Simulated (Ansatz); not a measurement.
**Worked example: C2H3FGe + C3H5 → C2H2FGe + C3H6**

Gas-phase species: C2H3FGe `C#[C][GeH2][F]`, singlet; C3H5 `C=[C]C`, doublet; C2H2FGe `C#[C][GeH][F]`, doublet; C3H6 (propene) `C=CC`, singlet. A radical takes H: the energy is the difference in strength between the Ge–H bond broken and the C–H bond made.

Shapes, held fixed at every level: PBE0-D4/def2-TZVP. Programs: Ansatz 0.2.0. The zero-point and thermal change to 298 K, harmonic and unscaled (PBE0-D4/def2-TZVP), is +12.2 kJ/mol.

At B2PLYP/def2-TZVPP; 1 Eh = 2625.50 kJ/mol:

```
species   energy (Eh)
C2H3FGe  -2254.415848
   C3H5   -117.156406
C2H2FGe  -2253.776510
   C3H6   -117.834865
```

Task: Work out ΔH(298 K) of the reaction at this level.

Result: 
1. Products less reactants: (-2253.776510) + (-117.834865) − [(-2254.415848) + (-117.156406)] = -0.039121 Eh = -102.7 kJ/mol.
2. With the thermal change: -102.7 + (+12.2) = -90.5 kJ/mol.

Other levels give -101.9 (SPW92/def2-TZVPP) to -84.2 kJ/mol (BHLYP-D4/def2-TZVPP). No measured value is set beside it here. Spin contamination: C3H5 (⟨S²⟩ up to 0.91), C2H2FGe (⟨S²⟩ up to 0.80). Open shells run unrestricted. Relativity is left out for Ge. Outer-core shells of Ge are correlated, in sets that cover them unevenly.
